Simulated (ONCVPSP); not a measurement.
## What one change does to a pseudopotential (Cl, ONCV)

```
Element                 : chlorine (Cl)
Generator               : ONCVPSP 4.0.1
Type                    : optimised norm-conserving Vanderbilt (ONCV)
Functional              : PBE
Relativity              : scalar-relativistic
Frozen core             : [He]
Valence charge          : 15
Reference configuration : 2s2 2p6 3s2 3p4 (charge +1)
Partial waves           : 2s+3s: rc 0.60 bohr, ncon 4, nbas 8, qcut 20.3 1/bohr, 3 projectors, debl 0.8 Ha; 2p+3p: rc 0.80 bohr, ncon 3, nbas 8, qcut 20.7 1/bohr, 2 projectors
Local potential         : polynomial inside 0.50 bohr (lpopt 5, dvloc0 3 Ha)
Core correction         : none
```

In the s channel the program set the typed energies aside and used -9.758, -1.179, 0.250 Ha.

All-electron outer shells of the reference configuration (PBE, scalar-relativistic, ld1.x):

| shell | level (eV) | outermost node (bohr) | outermost maximum (bohr) |
| --- | --- | --- | --- |
| 1s | -2764.40 | – | 0.06 |
| 2s | -265.52 | 0.12 | 0.36 |
| 2p | -204.49 | – | 0.30 |
| 3s | -32.09 | 0.55 | 1.27 |
| 3p | -19.43 | 0.53 | 1.39 |

Change: p: qcut 23.3.

Cutoffs: the cutoffs (Ha) at which the residual kinetic energy of the hardest occupied pseudo-wave falls to 1 and 0.1 mHa per electron; they do not see the model core or the augmentation charge, which bear on the density cutoff. Errors are all-electron minus pseudo energies relative to the spin-unpolarised reference configuration.

Problem. What does the change do?

Solution. The potential gets harder (152 Ha and 176 Ha → 172 Ha and 196 Ha); the errors of the 4 common tests hardly move; neither file shows a bound ghost. The waves are optimised to have the least kinetic energy above qcut, so the cutoff follows it (qcut²/2 in Ha).

```csv
quantity,base,changed
"cutoff, loose",152 Ha,172 Ha
"cutoff, tight",176 Ha,196 Ha
loose cutoff by channel,"s 150 Ha, p 152 Ha","s 150 Ha, p 172 Ha"
bound ghosts,none,none
GHOST(+) flags under 300 eV,none,none
"error for 2s2 2p6 3s2 3p5, meV [ΔE -13.88 eV]",+0.4,+0.3
"error for 2s2 2p6 3s2 3p3, meV [ΔE 25.45 eV]",+0.6,+0.6
"error for 2s2 2p6 3s2 3p2, meV [ΔE 63.75 eV]",+4.8,+4.2
"error for 2s2 2p6 3s2 3p4.5, meV [ΔE -8.29 eV]",+0.2,+0.1
s: phases at 0.61 bohr within 0.05 rad from the reference energy up to (Ha; the scan ends near 5),to the end of the scan,to the end of the scan
p: phases at 0.81 bohr within 0.05 rad from the reference energy up to (Ha; the scan ends near 5),to the end of the scan,to the end of the scan
```
